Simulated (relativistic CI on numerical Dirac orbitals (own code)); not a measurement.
Hyperfine structure of Kr30+, mass number 85

Method of calculation: Dirac-Coulomb-Breit CI, separate exchange-only KLI orbitals for each configuration, a model potential for QED, unscaled Slater integrals (own radial code, finite nucleus).

CI space (outside the closed core 1s2): 2s²2p², 2s2p³, 2p⁴, 2p³3s, 2p³3p, 2p³3d, 2s²2p3s, 2s²2p3p, 2s²2p3d, 2s2p²3s, 2s2p²3p, 2s2p²3d, 2s²2p4s, 2s²2p4p, 2s²2p4d, 2s²2p4f. Levels of other configurations are missing.

Nuclear spin I = 9/2, μ = -1.0055 μN, Q = 0.443 b (tables of Stone and Pyykkö). The electronic factors are computed for point nuclear moments, without core polarisation or the Bohr-Weisskopf and QED corrections.

```json
{"Level": "2s²2p² ³P1", "E (cm⁻¹)": "396249", "A (MHz)": "2408", "B (MHz)": "34100"}
{"Level": "2s²2p² ¹D2", "E (cm⁻¹)": "479552", "A (MHz)": "-38310", "B (MHz)": "33800"}
{"Level": "2s2p³ ⁵S°2", "E (cm⁻¹)": "1169785", "A (MHz)": "-87960", "B (MHz)": "21100"}
{"Level": "2s2p³ ³D°1", "E (cm⁻¹)": "1534756", "A (MHz)": "44740", "B (MHz)": "60700"}
{"Level": "2s2p³ ³D°2", "E (cm⁻¹)": "1654014", "A (MHz)": "-71060", "B (MHz)": "79500"}
{"Level": "2s2p³ ³D°3", "E (cm⁻¹)": "1785892", "A (MHz)": "-84800", "B (MHz)": "-296"}
{"Level": "2s2p³ ³P°1", "E (cm⁻¹)": "2004073", "A (MHz)": "-52070", "B (MHz)": "-63200"}
{"Level": "2s2p³ ¹D°2", "E (cm⁻¹)": "2437232", "A (MHz)": "-83880", "B (MHz)": "-38300"}
```

Levels with J = 0, under 50 % of one LS term, or S terms without an open s electron are left out. Small factors come from cancelling terms and can be off by tens of per cent or more.

At this charge energies of transitions that change n are usually good to better than 1 %, and those within a shell (Δn = 0) to a few per cent.

Problem. Give the hyperfine levels of 2s²2p² ¹D2 relative to its centre of gravity.

Solution. With K = F(F + 1) − I(I + 1) − J(J + 1), E = AK/2 + B[¾K(K + 1) − I(I + 1)J(J + 1)]/[2I(2I − 1)J(2J − 1)]: F = 5/2: 436900, F = 7/2: 288000, F = 9/2: 105000, F = 11/2: -105600, F = 13/2: -336300 MHz.

LS names give the leading component of a level, which can be under half, so a name can repeat, a term be missing and a line seem to break the LS rules.
